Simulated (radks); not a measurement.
Trend from K2+ to Kr2+: ionisation energy by Delta-SCF between NIST ground configurations, and size. Calculated with a radial shooting solver on a logarithmic mesh with Libxc functionals: Dirac Kohn-Sham, PBE, spin-unpolarised, spherical densities, finite nucleus; open shells fill j = l - 1/2 first; Fermi nuclear charge, rms radius of each element as measured or else 0.836 A^(1/3) + 0.57 fm.

species,configuration,configuration of the ion,IE (eV),NIST (eV),kind,-e(HOMO) (eV),r at 0.001 e/bohr^3 (bohr)
K2+,[Ne] 3s2 3p5,[Ne] 3s2 3p4,46.777,45.803,semi-emp.,39.099 (3p3/2),3.09
Ca2+,[Ar],[Ne] 3s2 3p5,51.118,50.913,exp.,42.926 (3p3/2),2.99
Sc2+,[Ar] 3d1,[Ar],24.891,24.757,exp.,17.928 (3d3/2),3.11
Ti2+,[Ar] 3d2,[Ar] 3d1,26.971,27.492,exp.,19.698 (3d3/2),3.16
V2+,[Ar] 3d3,[Ar] 3d2,28.923,29.311,exp.,21.336 (3d3/2),3.16
Cr2+,[Ar] 3d4,[Ar] 3d3,30.777,30.96,exp.,22.876 (3d3/2),3.14
Mn2+,[Ar] 3d5,[Ar] 3d4,32.427,33.67,exp.,24.234 (3d5/2),3.10
Fe2+,[Ar] 3d6,[Ar] 3d5,34.119,30.65,exp.,25.622 (3d5/2),3.06
Co2+,[Ar] 3d7,[Ar] 3d6,35.753,33.5,semi-emp.,26.957 (3d5/2),3.02
Ni2+,[Ar] 3d8,[Ar] 3d7,37.337,35.19,exp.,28.246 (3d5/2),2.97
Cu2+,[Ar] 3d9,[Ar] 3d8,38.876,36.84,exp.,29.495 (3d5/2),2.93
Zn2+,[Ar] 3d10,[Ar] 3d9,40.376,39.723,exp.,30.709 (3d5/2),2.89
Ga2+,[Ar] 3d10 4s1,[Ar] 3d10,31.271,30.726,exp.,26.067 (4s1/2),3.30
Ge2+,[Ar] 3d10 4s2,[Ar] 3d10 4s1,34.791,34.058,exp.,29.246 (4s1/2),3.41
As2+,[Ar] 3d10 4s2 4p1,[Ar] 3d10 4s2,27.976,28.35,exp.,22.891 (4p1/2),3.56
Se2+,[Ar] 3d10 4s2 4p2,[Ar] 3d10 4s2 4p1,31.166,31.70,exp.,25.708 (4p1/2),3.57
Br2+,[Ar] 3d10 4s2 4p3,[Ar] 3d10 4s2 4p2,33.664,34.87,exp.,27.931 (4p3/2),3.54
Kr2+,[Ar] 3d10 4s2 4p4,[Ar] 3d10 4s2 4p3,36.727,35.84,exp.,30.656 (4p3/2),3.48

Reference values: NIST Atomic Spectra Database (exp. = measured, semi-emp. = semi-empirical, theory = theoretical value adopted there). Spin polarisation and multiplet splitting are left out, so open shells lie too high by an amount that depends on their filling.

Beside tabulated values, note that spin-unpolarised runs miss the spin-polarisation part of the exchange energy of open shells.
